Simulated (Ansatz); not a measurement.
`C[C](=N)[GeH3]` and `CC(=N)CI` differ in one atom or group.

Ansatz, PBE0-D4/def2-TZVP geometries, multiplicity 1. Each molecule was computed in one conformer, which needn't be the lowest.

Elements past krypton have def2 core potentials. Scalar relativity is left out up to krypton.

```json
{"property": "HOMO energy (PBE0/def2-TZVPP) / eV", "`C[C](=N)[GeH3]`": "-7.09"}
{"property": "LUMO energy (ωB97M-V/def2-TZVPP) / eV", "`C[C](=N)[GeH3]`": "1.70"}
{"property": "HOMO–LUMO gap (ωB97M-V/def2-TZVPP) / eV", "`C[C](=N)[GeH3]`": "11.05"}
{"property": "HOMO energy (ωB97M-V/def2-TZVPP) / eV", "`C[C](=N)[GeH3]`": "-9.35"}
{"property": "HOMO–LUMO gap (B3LYP/def2-TZVPP) / eV", "`C[C](=N)[GeH3]`": "6.14"}
{"property": "HOMO energy (B3LYP/def2-TZVPP) / eV", "`C[C](=N)[GeH3]`": "-6.89"}
```

(1) Give the same properties after the change, and the shifts. (An estimate is asked.)

Results:

(1) Ansatz gave: 
```json
{"property": "HOMO energy (PBE0/def2-TZVPP) / eV", "`CC(=N)CI`": "-7.38", "shift": "-0.29"}
{"property": "LUMO energy (ωB97M-V/def2-TZVPP) / eV", "`CC(=N)CI`": "0.61", "shift": "-1.09"}
{"property": "HOMO–LUMO gap (ωB97M-V/def2-TZVPP) / eV", "`CC(=N)CI`": "10.18", "shift": "-0.87"}
{"property": "HOMO energy (ωB97M-V/def2-TZVPP) / eV", "`CC(=N)CI`": "-9.56", "shift": "-0.21"}
{"property": "HOMO–LUMO gap (B3LYP/def2-TZVPP) / eV", "`CC(=N)CI`": "5.50", "shift": "-0.64"}
{"property": "HOMO energy (B3LYP/def2-TZVPP) / eV", "`CC(=N)CI`": "-7.14", "shift": "-0.25"}
```

With PBE0 the HOMO falls by 0.29 eV and the LUMO falls by 0.91 eV, so the gap narrows by about 0.62 eV. PBE moves the HOMO by -0.40 eV and ωB97M-V by -0.21 eV.

B3LYP here is the variant with VWN-RPA as its local correlation; programs differ in this.

Spin–orbit coupling is left out; it splits and shifts lone-pair levels of the heavy atoms by tenths of an eV.
